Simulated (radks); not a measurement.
Results of a calculation; reference values are marked as such.
Q: Species: Ce II. Configuration: [Xe] 4f1 5d2. Level of theory: Dirac Kohn-Sham, PBE, spin-unpolarised, spherical densities, point nucleus; open shells fill j = l - 1/2 first (a radial shooting solver on a logarithmic mesh with Libxc functionals). Some entries of the table are withheld. Estimate them.

| orbital | occ. | eigenvalue (hartree) | r(max) (bohr) |
|---|---|---|---|
| 1s1/2 | 2 | -1478.782 | (1) |
| 2s1/2 | 2 | -236.7831 | 0.08921 |
| 2p1/2 | 2 | -223.5524 | 0.06798 |
| 2p3/2 | 4 | -207.1398 | 0.07324 |
| 3s1/2 | 2 | -51.09216 | 0.2548 |
| 3p1/2 | 2 | -45.49225 | 0.2416 |
| 3p3/2 | 4 | -42.26694 | 0.2530 |
| 3d3/2 | 4 | (2) | (3) |
| 3d5/2 | 6 | (4) | (5) |
| 4s1/2 | 2 | -10.44578 | 0.5934 |
| 4p1/2 | 2 | -8.36621 | 0.6028 |
| 4p3/2 | 4 | -7.67356 | 0.6271 |
| 4d3/2 | 4 | -4.26069 | 0.6480 |
| 4d5/2 | 6 | -4.13931 | 0.6559 |
| 5s1/2 | 2 | -1.62697 | 1.375 |
| 5p1/2 | 2 | (6) | 1.505 |
| 5p3/2 | 4 | (7) | 1.573 |
| 4f5/2 | 1 | -0.34011 | (8) |
| 4f7/2 | 0 | -0.32802 | (9) |
| 5d3/2 | 2 | -0.26689 | 2.162 |
| 5d5/2 | 0 | -0.25935 | 2.201 |

A: 
(1) 1s1/2 r(max) (bohr): 0.01574
(2) 3d3/2 eigenvalue (hartree): -32.48177
(3) 3d3/2 r(max) (bohr): 0.2034
(4) 3d5/2 eigenvalue (hartree): -31.78925
(5) 3d5/2 r(max) (bohr): 0.2066
(6) 5p1/2 eigenvalue (hartree): -1.06475
(7) 5p3/2 eigenvalue (hartree): -0.96567
(8) 4f5/2 r(max) (bohr): 0.7061
(9) 4f7/2 r(max) (bohr): 0.7108
